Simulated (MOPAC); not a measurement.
A run for MOPAC: PM3 on BClFH (SMILES FBCl), a point of a bond scan (R = 3.551 Å).

```
PM3 1SCF PRECISE CHARGE=0 THREADS=1
BClFH

B     -0.07933766 1    -0.65470035 1     0.43067308 1
H     -0.79951848 1    -1.57852358 1     0.61104942 1
F      2.92274647 1    -0.33023279 1     2.29881107 1
Cl    -0.47627655 1     0.56839823 1    -0.75691760 1
```

The log:

```
*******************************************************************************
 **                                                                           **
 **                              MOPAC v23.2.5                                **
 **                                                                           **
 *******************************************************************************
 ** MOPAC's Digital Object Identifier: https://doi.org/10.5281/zenodo.6511958 **
 **                                                                           **
 ** Please cite the open-source release paper for use of this MOPAC version:  **
 ** J. E. Moussa and J. J. P. Stewart (2026)                                  **
 ** MOPAC: An open-source semiempirical molecular orbital program             **
 ** J. Open Source Softw., 11(119), 8025, https://doi.org/10.21105/joss.08025 **
 *******************************************************************************

                              PM3 CALCULATION RESULTS

 *******************************************************************************
 *  PM3        - The PM3 Hamiltonian to be used
 *
 *
 *
 *                 CHARGE ON SYSTEM = 0
 *
 *
 *
 *  PRECISE    - TIGHTER CRITERIA TO BE USED
 *  1SCF       - DO 1 SCF AND THEN STOP
 *  THREADS=1  - MULTI-THREADING NOT USED
 *  T=         - A TIME OF 172800.0 SECONDS REQUESTED
 *  DUMP=N     - RESTART FILE WRITTEN EVERY 7200.0 SECONDS REQUESTED
 *******************************************************************************
PM3 1SCF PRECISE CHARGE=0 THREADS=1
 BClFH

   ATOM   CHEMICAL          X               Y               Z
  NUMBER   SYMBOL      (ANGSTROMS)     (ANGSTROMS)     (ANGSTROMS)

     1       B         -0.07933766  *  -0.65470035  *   0.43067308  *
     2       H         -0.79951848  *  -1.57852358  *   0.61104942  *
     3       F          2.92274647  *  -0.33023279  *   2.29881107  *
     4      Cl         -0.47627655  *   0.56839823  *  -0.75691760  *



          CARTESIAN COORDINATES

    NO.       ATOM           X           Y           Z

     1         B         -0.0793     -0.6547      0.4307
     2         H         -0.7995     -1.5785      0.6110
     3         F          2.9227     -0.3302      2.2988
     4        Cl         -0.4763      0.5684     -0.7569

  H: (PM3): J. J. P. STEWART, J. COMP. CHEM. 10, 209 (1989).
  B: (PM3): J. J. P. STEWART, J. MOL. MOD., 10, 155-164 (2004)
  F: (PM3): J. J. P. STEWART, J. COMP. CHEM. 10, 209 (1989).
 Cl: (PM3): J. J. P. STEWART, J. COMP. CHEM. 10, 209 (1989).

           Empirical Formula: H B F Cl  =     4 atoms



      MOLECULAR POINT GROUP   :   Cs


      RHF CALCULATION, NO. OF DOUBLY OCCUPIED LEVELS = 9


 -------------------------------------------------------------------------------
 PM3 1SCF PRECISE CHARGE=0 THREADS=1
 BClFH



     1SCF WAS SPECIFIED, SO BFGS WAS NOT USED
     SCF FIELD WAS ACHIEVED


                              PM3 CALCULATION
                                                       MOPAC v23.2.5 Linux




          FINAL HEAT OF FORMATION =        126.28924 KCAL/MOL =     528.39420 KJ/MOL


          COSMO AREA              =        106.73 SQUARE ANGSTROMS
          COSMO VOLUME            =         83.47 CUBIC ANGSTROMS

          IONIZATION POTENTIAL    =          8.498366 EV
          HOMO LUMO ENERGIES (EV) =         -8.498 -4.071
          NO. OF FILLED LEVELS    =          9
          MOLECULAR WEIGHT        =         66.2693         POINT GROUP:  Cs

          MOLECULAR DIMENSIONS (Angstroms)

            Atom       Atom       Distance
           Cl     4    F     3     4.65815
            F     3    H     2     2.32980
            B     1    H     2     0.00000


          SCF CALCULATIONS        =          1





   ATOM   CHEMICAL          X               Y               Z
  NUMBER   SYMBOL      (ANGSTROMS)     (ANGSTROMS)     (ANGSTROMS)

     1       B         -0.07933766  *  -0.65470035  *   0.43067308  *
     2       H         -0.79951848  *  -1.57852358  *   0.61104942  *
     3       F          2.92274647  *  -0.33023279  *   2.29881107  *
     4      Cl         -0.47627655  *   0.56839823  *  -0.75691760  *

                             CARTESIAN COORDINATES

   1    B       -0.079337660    -0.654700350     0.430673080
   2    H       -0.799518480    -1.578523580     0.611049420
   3    F        2.922746470    -0.330232790     2.298811070
   4   Cl       -0.476276550     0.568398230    -0.756917600


           Empirical Formula: H B F Cl  =     4 atoms



      MOLECULAR POINT GROUP   :   Cs


                  EIGENVALUES
 -57.58590 -23.40505 -15.54349 -14.89414 -13.57130 -13.48867 -10.72448 -10.72431
  -8.49837  -4.07058  -1.55607  -0.15058   1.59572


              NET ATOMIC CHARGES AND DIPOLE CONTRIBUTIONS

  ATOM NO.   TYPE          CHARGE      No. of ELECS.   s-Pop       p-Pop
    1          B           0.043372        2.9566     1.43040     1.52623
    2          H           0.154354        0.8456     0.84565
    3          F          -0.521076        7.5211     1.99786     5.52322
    4         Cl           0.323351        6.6766     1.95842     4.71823
 DIPOLE           X         Y         Z       TOTAL
 POINT-CHG.    -8.664     0.403    -6.386    10.771
 HYBRID        -0.027    -0.320     0.218     0.388
 SUM           -8.691     0.083    -6.168    10.658


          ATOMIC ORBITAL ELECTRON POPULATIONS

     Atom    s        px        py        pz
    1  B   1.43040   0.46366   0.64966   0.41291
    2  H   0.84565
    3  F   1.99786   1.66536   1.99807   1.85979
    4 Cl   1.95842   1.66966   1.59195   1.45662

 **********************
 *                    *
 * JOB ENDED NORMALLY *
 *                    *
 **********************




 == MOPAC DONE ==
```

The run finished.

Cost: about 0.04 core-seconds (a rough figure).
